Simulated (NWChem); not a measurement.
SiH4O; SMILES [SiH3]O

```xyz
6

Si    -0.0099    -0.5350     0.0000
O     -0.0746     1.1296     0.0000
H      0.6953    -1.0684     1.2089
H     -1.4205    -1.0068     0.0000
H      0.6953    -1.0684    -1.2089
H      0.7652     1.5969     0.0000
```
Atoms are numbered in this order, from 1.

Program: NWChem. Medium grid unless said otherwise, to which SCAN and Minnesota functionals are sensitive. Structure relaxed at the PBE0/def2-SVP level.

**Question.** Order these by “orbital gap (eV)”, lowest first: BHandHLYP/def2-SVP; B3PW91/def2-SVP; revPBE/def2-SVP; SCAN/def2-SVP; PW6B95/def2-SVP.

**Answer.** revPBE/def2-SVP (6.71), SCAN/def2-SVP (7.49), B3PW91/def2-SVP (8.80), PW6B95/def2-SVP (9.31), BHandHLYP/def2-SVP (11.58)
